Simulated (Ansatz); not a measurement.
Program: Ansatz 0.2.0.

Basis-set series for CH₄FGaSe, SMILES `[CH3][Ga]([F])[SeH]`. The species carries charge 0 and has multiplicity 1. Geometry: relaxed with PBE0-D4/def2-TZVP. It is one conformer, not always the lowest.

```tsv
functional	basis	functions	energy (Eh)	HOMO (eV)	LUMO (eV)
PBE0-D4	def2-TZVPP	214	-4466.24350	-7.44	-0.78
PBE0-D4	def2-QZVPP	412	-4466.34567	-7.46	-0.82
ωB97M-V	def2-TZVPP	214	-4466.63006	-9.59	0.91
ωB97M-V	def2-QZVPP	412	-4466.72889	-9.60	0.73
```

(1) Give the rows for def2-SVP. (Best estimate.)

## Answers

(1) The calculation gave: 
```json
{"functional": "PBE0-D4", "basis": "def2-SVP", "functions": "112", "energy (Eh)": "-4465.53151", "HOMO (eV)": "-7.32", "LUMO (eV)": "-0.66"}
{"functional": "ωB97M-V", "basis": "def2-SVP", "functions": "112", "energy (Eh)": "-4465.91493", "HOMO (eV)": "-9.45", "LUMO (eV)": "1.08"}
```

Positive LUMOs are unbound and depend on the basis. Scalar relativity is left out up to krypton.
